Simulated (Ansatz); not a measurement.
Gas-phase electronic energies from Ansatz, PBE0-D4/def2-TZVP geometries. CCSD(T)/CBS adds triple-zeta CCSD(T) − MP2 to the extrapolated MP2 energy (def2 sets, frozen cores). This one scheme is used for every species. Functionals use def2-TZVPP. No spin–orbit coupling; open shells (•) take unrestricted orbitals. Elements past krypton have def2 core potentials. For Sn outer-core shells are correlated without core-valence functions, which leaves a few kJ/mol of doubt a bond. Each species was taken in one conformer, which may not be the lowest.

Reaction (homolysis of the N–Sn bond): `O=C=[N][SnH2][F]` → `[N]=C=O`• + `[F][SnH2]`•

```tsv
level	ΔE (kJ/mol)
PBE-D4	375.6
B97M-V	383.5
r2SCANh-D4	374.5
r2SCAN0-D4	376.5
ωB97M-V	388.7
PBE-QIDH	408.8
revPBE	345.2
CCSD(T)/def2-TZVPP	393.2
```

(1) What does CCSD(T)/CBS give? (Estimate.)

Largest T1 diagnostic among the species: 0.026.

Results:

(1) The calculation gave: +410.5 kJ/mol. The listed levels differ from it by -34.9, -27.0, -36.0, -34.0, -21.8, -1.7, -65.3, -17.3 kJ/mol.

From BLYP to BHLYP (50 % exact exchange), in def2-TZVPP and without D4, ΔE moves by +25.8 kJ/mol. Leaving LDA and LC-ωPBE aside and taking each functional with its dispersion term where it has one, the values, not all of them listed here, spread over 52.3 kJ/mol, from BLYP-D4 to PBE-QIDH. LDA lies +67.7 kJ/mol from PBE without D4, its usual overbinding. In def2-TZVPP, CCSD(T) changes the Hartree–Fock value by +96.1 kJ/mol (the triples alone add +9.9 kJ/mol) and MP2 by +151.2 kJ/mol; breaking electron pairs costs correlation energy, which Hartree–Fock lacks.
